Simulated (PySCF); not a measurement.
F2H5NSi2, SMILES F[SiH2]N[SiH2]F.

The structure is a stationary point at PBE-D3(BJ)/def2-SVP. This is a generated structure with no PubChem entry under its InChIKey; it may be hypothetical. Other conformers were not sampled.

Two levels are set side by side: PBE/def2-TZVP (PySCF) and r2SCAN/def2-TZVP (PySCF). Same geometry, gas phase. Differences are taken from unrounded values.

```csv
quantity,PBE
orbital gap (eV),6.52
highest occupied level (eV),-7.29
lowest empty level (eV),-0.77
dipole moment (D),1.02
mean polarisability (bohr³),58.3
```

These are the PBE values. What does r2SCAN give? (An estimate is asked for; the answer gives what the named calculation found.)


```json
[
 {"quantity": "orbital gap (eV)", "r2SCAN": "7.29", "PBE minus r2SCAN": "-0.77"},
 {"quantity": "highest occupied level (eV)", "r2SCAN": "-7.61", "PBE minus r2SCAN": "0.31"},
 {"quantity": "lowest empty level (eV)", "r2SCAN": "-0.32", "PBE minus r2SCAN": "-0.45"},
 {"quantity": "dipole moment (D)", "r2SCAN": "1.03", "PBE minus r2SCAN": "-0.01"},
 {"quantity": "mean polarisability (bohr³)", "r2SCAN": "56.0", "PBE minus r2SCAN": "2.3"}
]
```

Rough cost on one machine, each run with all the roots and properties that it gave: r2SCAN against PBE about 4 times.
